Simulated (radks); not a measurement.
Results of a calculation; reference values are marked as such.
Initial-state core-level shifts of the bismuth ion Bi+ when its valence configuration changes from [Hg] 6p2. Level of theory: Dirac Kohn-Sham, BLYP, spin-unpolarised, spherical densities, finite nucleus; open shells fill j = l - 1/2 first; Fermi nuclear charge, rms radius 5.5211 fm (a radial shooting solver on a logarithmic mesh with Libxc functionals). Shifts are changes of the shell-averaged eigenvalues in eV (positive: less bound); the change of the density at the nucleus, which sets a Mossbauer isomer shift, is in e/bohr^3, on a base of 2.97e+06.

valence,2s,2p,3s,5p,density at nucleus
[Xe] 4f14 5d10 6s1 6p3,-2.043,-2.040,-2.051,-2.015,-312.1
[Xe] 4f14 5d10 6p4,-3.993,-3.988,-4.011,-3.933,-648.3
[Xe] 4f13 5d10 6s2 6p3,-22.967,-22.757,-25.275,-9.449,+356.0
[Xe] 4f12 5d10 6s2 6p4,-46.796,-46.364,-51.475,-18.996,+726.8
[Xe] 4f13 5d9 6s2 6p4,-29.954,-29.731,-32.142,-15.257,+462.8
[Xe] 4f14 5d9.5 6s2 6p2.5,-3.362,-3.356,-3.318,-2.898,+50.6
[Xe] 4f13.5 5d10 6s1.5 6p3,-12.386,-12.281,-13.536,-5.705,+12.8
[Xe] 4f13.5 5d10 6s2 6p2.5,-11.374,-11.270,-12.520,-4.711,+176.1
[Xe] 4f14 5d10 6s1.5 6p2.5,-1.034,-1.033,-1.039,-1.021,-152.9
